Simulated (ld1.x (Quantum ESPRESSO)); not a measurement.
## An all-electron radial function and its pseudo partner (zinc (Zn))

Columns: radius, all-electron u(r) and pseudo u(r) of the 3s shell (level -131.22 eV) of zinc in the configuration [Ne] 3s2 3p6 3d10 4s1.75 4p0; BLYP, scalar-relativistic, PAW scheme, ld1.x (Quantum ESPRESSO) 7.5.

```
r (bohr)  all-electron  pseudo
   0.060        0.0748  0.3015
   0.120       -0.6171  0.5896
   0.180       -0.6791  0.8521
   0.240       -0.3078  1.0784
   0.300        0.1975  1.2606
   0.360        0.6592  1.3936
   0.420        1.0054  1.4758
   0.480        1.2240  1.5087
   0.540        1.3313  1.4966
   0.600        1.3527  1.4464
   0.660        1.3141  1.3662
   0.720        1.2369  1.2651
   0.780        1.1379  1.1520
   0.840        1.0289  1.0347
   0.900        0.9181  0.9197
   0.960        0.8107  0.8108
   1.020        0.7100  0.7100
   1.080        0.6176  0.6176
   1.140        0.5343  0.5343
   1.200        0.4601  0.4601
   1.260        0.3947  0.3947
   1.320        0.3375  0.3375
   1.380        0.2878  0.2878
   1.440        0.2448  0.2448
   1.500        0.2079  0.2079
   1.560        0.1761  0.1761
```

How many radial nodes do the two functions have?

The all-electron 3s function has n − l − 1 = 2; the pseudo-wave has 0, since the states of the same l below it are removed with the core.

At about which radius was the pseudo-wave matched?

1.00 bohr, where the columns begin to agree (steps of 0.06 bohr).

Where does each function peak?

Outermost all-electron maximum near 0.60 bohr, pseudo maximum near 0.48 bohr (to the table’s step).

Is the pseudo-wave norm-conserving?

No, it belongs to a PAW set: the norm inside the radius is not constrained, and the difference is carried by the augmentation charge.
